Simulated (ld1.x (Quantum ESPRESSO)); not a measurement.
**What one change does to a pseudopotential (Hf (Z = 72), TM)**

ld1.x (Quantum ESPRESSO) 7.5 input, shortened:

```
&input
   title='Hf', zed=72., rel=1, dft='PZ', iswitch=3,
   config='[Xe] 4f14 5d2 6s1.5 6p0.5'
 /
 &inputp
   pseudotype=2, tm=.true., lloc=2,
   nlcc=.true.
 /
3
6S  1  0   1.50   0.00  2.75  2.75  0.0
6P  2  1   0.50   0.00  3.40  3.40  0.0
5D  3  2   2.00   0.00  3.05  3.05  0.0
 &test
   configts(1)='5d2 6s1.5 6p0.5'
 /
```

Change: core correction none.

Cutoffs: the cutoffs (Ry, on a coarse ladder) from which the occupation-weighted sum of valence levels, in a spherical-Bessel basis at the reference potential, stays within 10 and 1 mRy of its value at 400 Ry; they do not see the model core or the augmentation charge, which bear on the density cutoff. Errors are all-electron minus pseudo energies relative to the spin-unpolarised reference configuration.

Problem. What does the change do?

Solution. The potential gets neither clearly harder nor softer (18 Ry and 21 Ry → 18 Ry and 21 Ry); both files keep a bound ghost (s); of the 9 tests that both files solve, the error grows in 6 and shrinks in 2 by more than 15 % and 0.3 meV (median size 23.8 → 23.8 meV). The default core radius of the base comes out at 1.99 bohr.

```csv
quantity,base,changed
"cutoff, loose",18 Ry,18 Ry
"cutoff, tight",21 Ry,21 Ry
bound ghosts,s,s
"error for 5d2 6s2 6p0, meV [ΔE -1.93 eV]",-0.5,+1.4
"error for 5d2 6s1 6p0, meV [ΔE 6.27 eV]",-5.0,+4.7
"error for 5d2 6s0 6p0, meV [ΔE 20.77 eV]",-32,+70
"error for 5d2 6s1 6p1, meV [ΔE 1.99 eV]",-1.3,+1.0
"error for 5d3 6s1 6p0, meV [ΔE 0.66 eV]",-35,+6.6
"error for 5d1 6s2 6p1, meV [ΔE 0.16 eV]",-24,+62
"error for 5d2 6s0 6p2, meV [ΔE 6.15 eV]",+0.7,+24
"error for 5d2 6s1.5 6p0.5 (spin-polarised), meV [ΔE -0.82 eV]",+102,+796
"error for 5d2 6s2 6p0 (spin-polarised), meV [ΔE -2.37 eV]",+79,+622
s: phases at 3.69 bohr within 0.05 rad from the reference energy up to (Ry; the scan ends near 5),1.8,1.8
p: phases at 3.69 bohr within 0.05 rad from the reference energy up to (Ry; the scan ends near 5),0.0,0.0
d: phases at 3.69 bohr within 0.05 rad from the reference energy up to (Ry; the scan ends near 5),0.8,0.8
```

 A true bound ghost makes a file unfit for plane-wave use even where its test errors are small: the radial tests pick states by their node count and pass the ghost by.
